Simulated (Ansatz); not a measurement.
An input meant for n-SiGeGeSiH10 (Si₂Ge₂H₁₀) (charge 0, singlet; atoms displaced at random, 0.03 Å in each coordinate).

```yaml
crystal:
  periodic: [false, false, false]
  atoms:
    - {symbol: Ge, position_ang: [0.805694, -0.804870, 0.293870]}
    - {symbol: Ge, position_ang: [-0.813635, 0.766775, -0.328511]}
    - {symbol: Si, position_ang: [3.042430, 0.271261, 0.412879]}
    - {symbol: Si, position_ang: [3.255219, 1.313611, 1.505015]}
    - {symbol: H, position_ang: [2.955219, 1.313611, 1.455015]}
    - {symbol: H, position_ang: [3.306015, 0.909655, -0.881701]}
    - {symbol: H, position_ang: [4.052183, -0.712779, 0.730128]}
    - {symbol: H, position_ang: [0.452113, -1.421010, 1.623060]}
    - {symbol: H, position_ang: [0.845420, -1.963688, -0.758850]}
    - {symbol: H, position_ang: [-0.508910, 1.390463, -1.715476]}
    - {symbol: H, position_ang: [-0.908891, 1.973146, 0.620844]}
    - {symbol: H, position_ang: [-3.362609, -0.795198, 0.991219]}
    - {symbol: H, position_ang: [-4.075272, 0.735364, -0.696318]}
    - {symbol: H, position_ang: [-3.028531, -1.451656, -1.361083]}
basis:
  gaussian: {orbitals: def2-TZVP}
hamiltonian: {xc: {name: HF}}
scf: {omitted_lower_state_checks: [starts]}
output: {forces: true}
```

```sh
$ ansatz run in.yaml --threads 4 --pin off --events-out ev --progress --plain --max-ram 4787MiB
```

It prints (some lines left out):

```
Functional definition: HF
1986 factors; their error is unknown
mean field evaluation 1: about -128616.9575 eV, gradient 5.1e1 eV
mean field evaluation 2: about -128504.9938 eV, gradient 1.2e2 eV
mean field evaluation 4: about -128589.0695 eV, gradient 7.5e1 eV
mean field evaluation 8: about -128623.6720 eV, gradient 2.7e1 eV
mean field evaluation 16: about -128636.4786 eV, gradient 7.7e-1 eV
mean field -128636.47938209 eV, -4727.3034243544 hartree, gradient 3.1e-5 eV, S^2 0.000000; 0 other end points of the search recorded, 0 dependent functions left out
reference -128636.47938209 eV, -4727.3034243544 hartree; 51, 51 occupied and 179, 179 virtual orbitals, 1986 factors
Total energy: -128636.47938209 eV, -4727.3034243544 hartree
Atom 0 at     0.805694    -0.804870     0.293870 Å, force     1.092436    -1.702435    -0.747649 eV/Å
Atom 1 at    -0.813635     0.766775    -0.328511 Å, force    -0.379022     0.017216    -1.273602 eV/Å
Atom 2 at     3.042430     0.271261     0.412879 Å, force    -6.239242   -31.869211   -32.363677 eV/Å
Atom 3 at     3.255219     1.313611     1.505015 Å, force  1036.073199    32.714812   204.349677 eV/Å
Atom 4 at     2.955219     1.313611     1.455015 Å, force -1030.235061     1.113819  -170.608138 eV/Å
Atom 5 at     3.306015     0.909655    -0.881701 Å, force    -0.006440     0.415063    -0.394654 eV/Å
Atom 6 at     4.052183    -0.712779     0.730128 Å, force     0.445744    -1.965759    -0.689377 eV/Å
Atom 7 at     0.452113    -1.421010     1.623060 Å, force    -0.142447    -0.138520     0.566067 eV/Å
Atom 8 at     0.845420    -1.963688    -0.758850 Å, force    -0.150492     0.387792     0.307129 eV/Å
Atom 9 at    -0.508910     1.390463    -1.715476 Å, force    -0.436733    -0.240623     0.101513 eV/Å
Atom 10 at    -0.908891     1.973146     0.620844 Å, force    -0.771498    -0.245971     0.112262 eV/Å
Atom 11 at    -3.362609    -0.795198     0.991219 Å, force    -0.807849     1.805865    -1.889404 eV/Å
Atom 12 at    -4.075272     0.735364    -0.696318 Å, force    -0.092282    -0.727421     2.171707 eV/Å
Atom 13 at    -3.028531    -1.451656    -1.361083 Å, force     1.649688     0.435372     0.358147 eV/Å
Dipole moment:     0.944345     0.511449     0.281555 e Å
Checks for a lower state left out: starts
```

Question: Something in this input is off. What?

Answer: One atom was put on top of another. The calculation finished and met its thresholds. The result belongs to that input, not to the species as meant.
